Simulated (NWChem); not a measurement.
Species: BH, singlet; SMILES [BH]

All runs: NWChem. Low-valent species are run as closed-shell singlets; no triplet was tried in these runs. Coordinates come from a PBE0/def2-SVP optimisation. Ions are spin-unrestricted doublets at the neutral geometry; other ion states weren't tried.

For level Hartree-Fock/aug-cc-pVDZ:

```
Quantity                               Result
-------------------------------------  ------
vertical ionisation energy, ΔSCF (eV)    8.45
−ε(HOMO) (eV)                            9.47
```

Task: Estimate the same quantities for level CAM-B3LYP/aug-cc-pVDZ.

Result: The vertical ionisation energy, ΔSCF (eV) is 9.70. The −ε(HOMO) (eV) is 8.10.
